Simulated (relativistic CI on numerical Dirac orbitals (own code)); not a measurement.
**Hyperfine structure of Hf⁶⁸⁺, mass number 179**

Method of calculation: Dirac-Coulomb-Breit CI, KLI orbitals optimised for each configuration, model QED (radiative potential, 1s self-energy scaled to tabulated hydrogen-like ionisation energies), unscaled Slater integrals (own radial code, finite nucleus).

Configurations in the expansion (outside the closed core 1s2): 2s2, 2s 2p, 2p2, 2p 3s, 2p 3p, 2s 3s, 2s 3p, 2s 3d, 2s 4s, 2s 4p, 2s 4d, 2s 4f, 3s2, 3s 3p, 3p2. Levels of other configurations are missing.

Nuclear spin I = 9/2, μ = -0.6389 μN, Q = 3.79 b (tables of Stone and Pyykkö). The electronic factors are computed for point nuclear moments, without core polarisation or the Bohr-Weisskopf and QED corrections.

```csv
Level,E (eV),A (GHz),B (GHz)
2s 2p 3P°_1,197.6,-2001,-444
2s 2p 3P°_2,1471.6,-844.1,5970
2s 2p 1P°_1,1559.9,609.9,3430
2p2 3P_1,1730.0,104.6,2980
2p2 1D_2,1748.1,-328.6,5620
2p2 3P_2,3049.4,-113.5,320
2s 3s 3S_1,10310.9,-1970,-3.63
2s 3p 3P°_1,10389.0,-1670,-3.19
```

Levels with J = 0, under 50 % of one LS term, or S terms without an open s electron are left out. Small factors come from cancelling terms and can be off by tens of per cent or more.

At this charge energies of transitions that change n are usually good to better than 1 %, and those within a shell (Δn = 0) to a few per cent.

(1) Give the hyperfine levels of 2s 2p 3P°_1 relative to its centre of gravity.

Answers

(1) With K = F(F + 1) − I(I + 1) − J(J + 1), E = AK/2 + B[¾K(K + 1) − I(I + 1)J(J + 1)]/[2I(2I − 1)J(2J − 1)]: F = 7/2: 10800, F = 9/2: 2297, F = 11/2: -9115 GHz.

LS names give the leading component of a level, which can be under half, so a name can repeat, a term be missing and a line seem to break the LS rules.
